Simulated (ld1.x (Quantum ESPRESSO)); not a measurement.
## cobalt (Co), PAW: configuration errors across variants

Co, PAW, made with ld1.x (Quantum ESPRESSO) 7.5 (PBE, fully relativistic). Core [Ar], reference 3d7 4s0 4p0 (charge +2). Waves: 4s (bound, empty): rcut 2.05, rcutus 2.25 bohr; 4s channel at 0.1 Ry: rcut 2.05, rcutus 2.25 bohr; 4p (bound, empty): rcut 1.85, rcutus 2.40 bohr; 4p channel at -0.55 Ry: rcut 1.85, rcutus 2.40 bohr; 3d (bound): rcut 0.90, rcutus 1.20 bohr; 3d channel at -1.65 Ry: rcut 0.90, rcutus 1.20 bohr. Local part: all-electron potential smoothed inside 1.85 bohr (lloc = -1). Core correction: Bessel-smoothed model core, default radius (core density twice the valence density). Augmentation charge: PSQ, inside the norm-conserving radii.

Open shells are filled in proportion to 2j + 1 (rel_dist='average').

All-electron excitation energies from the reference (eV): (1) 3d7 4s2 4p0 -25.816; (2) 3d7 4s1 4p0 -16.786; (3) 3d6 4s0 4p0 35.869; (4) 3d7 4s1 4p1 -21.466; (5) 3d5 4s0 4p0 91.220; (6) 3d7.5 4s1.5 4p0 -26.777; (7) 3d7 4s0 4p1 -11.418.

The default core radius of the base comes out at 0.44 bohr.

Errors AE − PS in meV (a dash: test not solved or not reliable):

```csv
change,(1),(2),(3),(4),(5),(6),(7),bound ghosts
base,-6.8,-2.5,-265,-3.8,-1498,-19,-0.8,not determined
"core correction a·sin(br)/r model core, default radius (ld1.x builds one for every PAW set, though the input has nlcc=.false.)",+69,+26,-342,+46,-1765,+1.7,+14,not determined
core correction Bessel-smoothed model core inside 0.52 bohr,-6.8,-2.5,-265,-3.8,-1498,-19,-0.8,not determined
core correction Bessel-smoothed model core inside 0.68 bohr,-6.8,-2.5,-265,-3.8,-1498,-19,-0.8,not determined
core correction Bessel-smoothed model core inside 0.86 bohr,-6.8,-2.5,-265,-3.8,-1497,-19,-0.8,not determined
core correction Bessel-smoothed model core inside 0.96 bohr,-6.8,-2.5,-265,-3.8,-1497,-19,-0.8,not determined
core correction Bessel-smoothed model core inside 1.10 bohr,-6.8,-2.5,-265,-3.8,-1497,-19,-0.8,not determined
core correction Bessel-smoothed model core inside 1.28 bohr,-6.8,-2.6,-265,-3.8,-1498,-19,-0.8,not determined
```

(1) Give the same row for: core correction Bessel-smoothed model core inside 1.42 bohr.

## Answers

(1) -6.8, -2.6, -265, -3.8, -1499, -19, -0.8; bound ghosts: not determined.
